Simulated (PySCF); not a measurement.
SMILES C[CH2][In]([CH3])[CH3] at its GFN2-xTB optimised geometry (Å):

```
16

In    -0.1653    -0.7974     0.0000
C      2.0870    -0.7974     0.0000
H      2.4579    -0.2442    -0.8625
H      2.4731    -1.8149    -0.0385
H      2.4560    -0.3129     0.9038
C     -1.4223    -2.6678     0.0022
H     -2.4731    -2.3924     0.0926
H     -1.1522    -3.3143     0.8363
H     -1.2822    -3.2221    -0.9255
C     -1.2666     1.1826     0.0000
C     -0.3147     2.3682    -0.0727
H     -1.8731     1.2326     0.9089
H     -1.9547     1.1887    -0.8501
H      0.2790     2.3308    -0.9877
H      0.3719     2.3644     0.7757
H     -0.8612     3.3143    -0.0620
```

Level of theory: B3LYP/def2-TZVP, def2 effective core potentials past Kr (PySCF 2.14.0). The core electrons that the potentials of In replace are not part of the density. Cells within 0.4 Å of a nucleus heavier than hydrogen are left out (blank, or x).

Map of the HOMO amplitude (bohr^(-3/2)), clipped to [-0.25, 0.25] on the plane z = 0.0 Å; orbital energy -6.26 eV, overall sign arbitrary:

```
|55555555555555555555555555555|
|55555555555555555555555555555|
|55555555555555555555555555555|
|55555555555555555555555555555|
|55555555555444555555555555555|
|55555555555434455555555555555|
|55555555555423455555555555555|
|5555555565554x556555555555555|
|5555555666665xx66655555555555|
|55555566678777766555555555555|
|55555566789x55555555555555555|
|5555556667xx23455555555555555|
|55555556653002445555555555555|
|55555555543112345555555555555|
|55555555543334445666555555555|
|55555555554459645676555555555|
|5555555555545xx4677xx45555555|
|55555555555553566776444555555|
|55555555566666776665445555555|
|55555555667877766665445555555|
|5555555556xx87666655555555555|
|5555555554xx76666555555555555|
|55555555443456655555555555555|
|55555555544455555555555555555|
|55555555554555555555555555555|
|55555555555555555555555555555|
|55555555555555555555555555555|
|55555555555555555555555555555|
|55555555555555555555555555555|
```
Scale: ten equal steps from -0.250 (start of '0') to 0.188 (end of '9'), in the order '0123456789'; x runs from -5.50 to 5.50, y from -5.50 (bottom) to 5.50 (top).
